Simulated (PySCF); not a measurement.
Si(H)2(Me)(NCO) (C₂H₅NOSi), SMILES C[SiH2]N=C=O.

The structure is a stationary point at PBE0-D3(BJ)/def2-SVP. Other conformers were not sampled.

Two levels are set side by side: PBE/def2-TZVP (PySCF) and M06-2X/def2-TZVP (PySCF). Same geometry, gas phase. Differences are taken from unrounded values.

```json
[
 {"quantity": "orbital gap (eV)", "M06-2X": "10.92", "PBE": "6.65", "PBE minus M06-2X": "-4.26"},
 {"quantity": "highest occupied level (eV)", "M06-2X": "-9.77", "PBE": "-7.11", "PBE minus M06-2X": "2.66"},
 {"quantity": "lowest empty level (eV)", "M06-2X": "1.15", "PBE": "-0.45", "PBE minus M06-2X": "-1.60"},
 {"quantity": "dipole moment (D)", "M06-2X": "2.77", "PBE": "2.60", "PBE minus M06-2X": "-0.17"},
 {"quantity": "mean polarisability (bohr³)", "M06-2X": "57.5", "PBE": "60.5", "PBE minus M06-2X": "2.9"}
]
```

Without exact exchange PBE keeps part of each electron's self-repulsion, which lifts occupied levels and narrows the gap. Loosely held outer electrons make PBE densities more polarisable. Differences between two approximate levels are no errors against the true value.

Rough cost on one machine, each run with all the roots and properties that it gave: M06-2X against PBE about 4 times.
